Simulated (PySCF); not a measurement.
**Magnesium: a sound run and one with changed settings**

Sound run: Mg⁺ [Ne] 3s1, Mg²⁺ [Ne]. All numbers are calculated (PySCF 2.14, scalar relativity by spin-free X2C-1e, in aug-cc-pVDZ-DK (5s4p2d, 27 functions)). The sound run starts from symmetry-adapted Hartree-Fock orbitals and uses a fine grid where one is needed.

A second run was set up differently.

```csv
species,method,sound run (hartree),changed run (hartree),converged
Mg⁺,UHF,-199.67045,-199.67045,yes
Mg⁺,PBE,-199.97142,-200.00500,yes
Mg⁺,B3LYP,-200.11547,-200.14213,yes
Mg²⁺,UHF,-199.12896,-199.12896,yes
Mg²⁺,PBE,-199.40923,-199.43275,yes
Mg²⁺,B3LYP,-199.54796,-199.56655,yes
```

Ionisation energy of Mg⁺:

```json
{"method": "UHF", "sound run (eV)": "14.735", "changed run (eV)": "14.735"}
{"method": "PBE", "sound run (eV)": "15.298", "changed run (eV)": "15.572"}
{"method": "B3LYP", "sound run (eV)": "15.443", "changed run (eV)": "15.662"}
```

(1) What was changed?
A. a valence shell is frozen
B. level shift left on
C. minimal basis
D. radial grid too coarse

Results:

(1) D. It used radial step 0.8 in ln r (0.13 in the sound run). A coarse radial grid mis-integrates the density and the exchange-correlation energy, with errors of either sign; Hartree-Fock needs no grid.
